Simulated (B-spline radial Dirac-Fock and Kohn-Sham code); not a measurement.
## Atomic SCF run for Sn³⁺

ΔSCF core binding energies without Breit or QED terms, calculated with a radial B-spline solver. Keys: rel is the Hamiltonian (dirac, or spin-free x2c and nr, where L3 and M5 stand for the whole 2p and 3d shells), method is hf or an exchange,correlation pair (spin-unpolarised, also for the hole states), nuc the nuclear model, radius_factor scales its radius, rmax is the box in bohr, h the logarithmic mesh step, order the B-spline order, points the quadrature points per cell, c_factor scales the speed of light, and damp, ndamp, maxit and tol steer the iteration. The run stops when the commutator error falls below 10·tol·max(1, Z/10), or the numerical noise floor, and the energy has settled to about 1e-8 Ha; the virial ratio is −V/T.

Input (task.json):

```json
{"items": [{"Z": 50, "q": 3, "cfg": [[1, 0, 2], [2, 0, 2], [2, 1, 6], [3, 0, 2], [3, 1, 6], [3, 2, 10], [4, 0, 2], [4, 1, 6], [4, 2, 10], [5, 0, 1]], "A": 120, "rrms": 4.6519, "do": "settings", "holes": ["K", "L3", "M5"],
  "settings": [{"rel": "dirac", "method": "hf", "nuc": "fermi", "radius_factor": 1.0, "rmax": 45.0, "h": 0.3, "order": 8, "points": 10, "c_factor": 0.2737, "maxit": 58, "damp": 0.5, "ndamp": 3, "tol": 1e-08}]}]}
```

Command: `python xray2_run.py task.json out`

Ground-state iterations:

```
iter   energy (Ha)        error
   1    -9246.58294252  1.21e+01
   2    -9302.68713449  1.50e+00
   3    -9313.09929562  4.73e-01
   4    -9313.53492796  1.96e-01
   5    -9313.58349217  3.87e-02
   6    -9313.58771663  7.53e-03
   7    -9313.58807047  1.22e-03
   8    -9313.58809000  1.82e-04
   9    -9313.58809074  3.75e-05
  10    -9313.58809077  1.78e-06
  11    -9313.58809077  7.47e-08
```

The ground state converged in 11 iterations, with total energy -9313.58809 Ha, virial ratio 1.25266 and highest orbital energy -49.09 eV. ΔSCF binding energies: K (1s) 42127.3 eV, L3 (2p3/2) 3817.0 eV, M5 (3d5/2) 388.1 eV.

Task: One setting is unsound. Which, and why?

Result: c_factor makes c so small that Zα exceeds 1, so any numbers that come out have no meaning. With the default settings (Dirac Hartree-Fock): The ground state converged in 10 iterations, with total energy -6174.34544 Ha, virial ratio 1.94964 and highest orbital energy -39.43 eV. ΔSCF binding energies: K (1s) 29335.5 eV, L3 (2p3/2) 3976.5 eV, M5 (3d5/2) 525.0 eV.
